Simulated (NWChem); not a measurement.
## Total energies of OTe

```
O
Te 1 1.8505
```
Charge 0, spin multiplicity 3.

All runs are NWChem calculations. The geometry was optimised at UPBE0/def2-SVP with def2 effective core potentials on Te, a minimum by its harmonic frequencies.

Basis set: def2-SVP (40 functions).

```
method   total energy (Ha)  relative cost
-------  -----------------  -------------
UHF             -341.71977              1
UMP2            -342.02339        under 3
UB2PLYP         -342.77779        under 3
UPBE            -343.04189        under 3
UB3LYP          -343.20265        under 3
UBP86           -343.25554        under 3
```

Total energies of different functionals aren't comparable as a measure of quality: only differences taken within one method are. Costs are rough ratios of processor time within this set of runs, SCF included, with UHF as 1.

Effective core potentials replace the inner electrons of Te; spin-orbit coupling is left out. The correlated methods keep 5 core orbitals frozen. B3LYP has NWChem's definition, with VWN1-RPA local correlation. The structure started from a generated list of species. The unpaired electrons of the parent sit in orbitals of symmetry b1 and b2 (C2v labels of the run); other states weren't searched. No SCF solution was tested for a lower state. Open-shell Hartree-Fock references start from PBE0 orbitals; any time given for them includes that run.
